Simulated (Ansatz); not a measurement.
CH₄BrFOSi, SMILES `OC(Br)[SiH2]F`, relaxed with RKS PBE0-D4/def2-TZVP in Ansatz from a PBE-D4/def2-SVP geometry. The force threshold is 0.005 eV/Å; the program also tests the step.

The species carries charge 0 and has multiplicity 1.

Start:

```xyz
9

O    -0.576   -0.633   -1.428
C     0.353   -0.027   -0.613
Br    1.947   -1.234   -0.205
Si   -0.472    0.338    1.068
F     0.612    1.117    2.015
H    -0.206   -0.728   -2.328
H     0.858    0.855   -1.064
H    -0.881   -0.951    1.706
H    -1.635    1.263    0.850
```

Problem. By how much does the energy fall, and how many steps does the optimiser take? (Best estimate.)

Solution. Computed: 6.20 kJ/mol, in 6 steps.

Problem. Which bonds change most? (Best estimate.)

Solution. Ansatz gave: C2–Br3 from 2.041 to 1.995 Å; Si4–F5 from 1.637 to 1.595 Å; Si4–H9 from 1.502 to 1.482 Å; C2–H7 from 1.112 to 1.093 Å.

Problem. Give the relaxed structure. (Estimate.)

Solution. Computed: 
```xyz
9

O    -0.565   -0.618   -1.429
C     0.357   -0.023   -0.600
Br    1.908   -1.218   -0.219
Si   -0.466    0.338    1.063
F     0.595    1.095    1.983
H    -0.190   -0.743   -2.307
H     0.843    0.850   -1.044
H    -0.869   -0.931    1.702
H    -1.614    1.251    0.851
```
